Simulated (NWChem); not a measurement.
SiH$_{3}$O$_{2}$Cl; SMILES O[SiH](O)Cl

```xyz
7

Si    -0.0134     0.4369     0.3822
O     -1.2920     1.2518    -0.2430
O      1.3811     1.0443    -0.2566
Cl    -0.0716    -1.5805    -0.0957
H     -0.1147     0.5611     1.8478
H     -1.3076     1.3864    -1.1959
H      2.1139     0.4340    -0.3800
```
Atoms are numbered in this order, from 1.

All runs: NWChem. Pople sets run with spherical d functions. All runs use the structure optimised with PBE0/def2-SVP. Vertical excitations in the gas phase; the lowest state need not have the same character in each row.

Task: Among these, which level gives the lowest value of “lowest excitation, singlet (eV)”?
(A) B3LYP/6-31+G*, TDA
(B) PBE/6-31+G*, TDA
(C) LRC-wPBEh/6-31+G*, TDA
(D) BHandHLYP/6-31+G*, TDA

Result: B, PBE/6-31+G*, TDA. Values: PBE/6-31+G*, TDA 6.91; B3LYP/6-31+G*, TDA 7.56; LRC-wPBEh/6-31+G*, TDA 8.12; BHandHLYP/6-31+G*, TDA 8.46
